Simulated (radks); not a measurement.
Values are calculated unless marked as measured or tabulated.
Problem. Level of theory: Dirac Kohn-Sham, LDA (Slater exchange, Perdew-Wang correlation), spin-unpolarised, spherical densities, finite nucleus; open shells are shared between the two j in proportion to 2j + 1; Fermi nuclear charge, rms radius of each element as measured or else 0.836 A^(1/3) + 0.57 fm (a radial shooting solver on a logarithmic mesh with Libxc functionals). Each species is in its NIST ground configuration. Rank Cd2+, Ag2+, Mo2+, Zr2+, Pd2+, Ru2+, Tc2+, Nb2+, Rh2+ by mean radius of the outermost orbital (bohr), largest first.

Solution. Zr2+ 2.01, Nb2+ 1.86, Mo2+ 1.74, Tc2+ 1.63, Ru2+ 1.53, Rh2+ 1.45, Pd2+ 1.38, Ag2+ 1.32, Cd2+ 1.26.
